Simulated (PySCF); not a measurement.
## CsBr at LDA

Computed with LDA; basis Cs def2-SVP with ECP46, Br def2-SVP; scalar-relativistic core potentials; PySCF 2.14.

| Property | Result |
| --- | --- |
| state | ¹Σ⁺ (singlet), closed shell |
| bond length | 5.801 bohr |
| harmonic wavenumber | 164 cm⁻¹ |
| force constant | 0.780 mdyn/Å |
| rotational constant Be | 0.03613 cm⁻¹ |
| anharmonicity ωexe | 0.410 cm⁻¹ |
| vibration–rotation constant αe | 0.000118 cm⁻¹ |
| well depth De to Cs + Br | 4.28 eV |
| dissociation energy D0 | 4.27 eV |
| HOMO–LUMO gap | 2.85 eV |
| bond order (Mayer) | 0.91 |
| dipole moment (positive dipole means Cs(−)Br(+)) | -9.79 D |

These are scalar-relativistic numbers at best; spin–orbit coupling would shift them, the dissociation energy most.
